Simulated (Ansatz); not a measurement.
`C[S][Al]([CH3])[Cl]` + H–F → `C[S][Al]([F])[Cl]` + CH₄  (ligand exchange at the Al–C bond)

Gas-phase electronic energies from Ansatz, PBE0-D4/def2-TZVP geometries. CBS: MP2 limit from def2 TZ/QZ plus the TZ coupled-cluster correction, frozen cores. This one scheme is used for every species. DFT in def2-TZVPP. B3LYP here is the variant with VWN-RPA as its local correlation; programs differ in this. HSE06 is defined as in plane-wave codes. One conformer a species, not always the lowest.

(1) Is it downhill or uphill in electronic energy at CCSD(T)/CBS, and by how much? (Best estimate.)

(2) What do these levels give: B3LYP-D4, CAM-B3LYP-D4, ωB97M-V, PBE, r2SCAN0, HSE06, BHLYP, HF/def2-TZVPP, CCSD/def2-TZVPP, CCSD(T)/def2-TZVPP, HF/def2-QZVPP, HF/CBS(def2)? (Estimate.)

Largest T1 diagnostic among the species: 0.011.

Results:

(1) The calculation gave: Downhill: ΔE = -1.80 eV.

(2) Computed: B3LYP-D4 -1.86, CAM-B3LYP-D4 -1.90, ωB97M-V -1.81, PBE -1.76, r2SCAN0 -1.86, HSE06 -1.76, BHLYP -1.96, HF/def2-TZVPP -2.03, CCSD/def2-TZVPP -1.85, CCSD(T)/def2-TZVPP -1.81, HF/def2-QZVPP -2.06, HF/CBS(def2) -2.06 eV.

Leaving LDA and LC-ωPBE aside and taking each functional with its dispersion term where it has one, the values, not all of them listed here, spread over 0.21 eV, from B97M-V to revPBE-D4. LDA lies +0.08 eV from PBE without D4. In def2-TZVPP, CCSD(T) changes the Hartree–Fock value by +0.22 eV (the triples alone add +0.03 eV) and MP2 by +0.22 eV. At CCSD(T), def2-SVP lies −0.14 eV from the extrapolated value and def2-TZVPP −0.01 eV.
